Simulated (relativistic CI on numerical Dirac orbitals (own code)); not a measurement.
Calculated at this level of theory: Dirac-Coulomb-Breit CI, separate exchange-only KLI orbitals for each configuration, model QED, unscaled Slater integrals (own radial code, finite nucleus).

The strongest absorption lines from the ground level of an ion, among the configurations computed and to levels below about 11300 eV (vacuum wavelength in Å, gf): 1.2791 (0.86), 1.2800 (1.4), 1.2804 (2.1), 1.2874 (0.59), 1.2878 (0.47), 1.3012 (0.85), 1.4399 (4.2), 1.4425 (1.4).

Task: Which ion is it?
A. Dy⁵⁸⁺
B. Lu⁶³⁺
C. Pm⁵³⁺
D. Tl⁷³⁺

Result: B. Lu⁶³⁺ has 8 electrons and the ground level 2s2 2p4 3P_2; the strongest line goes to 2s2 2p3 3d 3D°_3. The pattern of lines fixes the number of electrons, and along that sequence the line energies rise steadily with the charge (about as its square where n changes within one kind of shell, about linearly where n is kept but much faster in heavy ions where fine structure, which grows about as Z⁴, sets the gap, and irregularly where shells cross), which fixes Z. Configurations outside the model, such as inner-shell arrays, can give stronger lines. At this charge energies of transitions that change n are usually good to better than 1 %, and those within a shell (Δn = 0) to a few per cent.

LS names give the leading component of a level, which can be under half, so a name can repeat, a term be missing and a line seem to break the LS rules.
